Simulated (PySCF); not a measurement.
Ga(OH)2(PH2) (GaH4O2P), SMILES [PH2][Ga]([OH])[OH].

Geometry optimised at ωB97X-D3(BJ)/def2-SVP. The structure was generated by enumeration; whether it is a known compound was not checked. Other conformers were not sampled.

All values below come from PySCF with PBE/def2-TZVP.

Symmetry labels are those of the subgroup Cs that the program uses (full group Cs).

Q: List the valence orbital energies around the gap with their symmetry. (Estimate from the structure and the level; the computed values follow.)

A: 
| orbital | symmetry | energy (eV) |
|---|---|---|
| HOMO−7 | A" | -11.67 |
| HOMO−6 | A" | -9.67 |
| HOMO−5 | A' | -8.97 |
| HOMO−4 | A' | -8.26 |
| HOMO−3 | A' | -7.58 |
| HOMO−2 | A" | -7.28 |
| HOMO−1 | A" | -7.00 |
| HOMO | A' | -6.70 |
| LUMO | A' | -1.50 |
| LUMO+1 | A' | -1.08 |
| LUMO+2 | A" | -0.58 |
| LUMO+3 | A' | 0.21 |
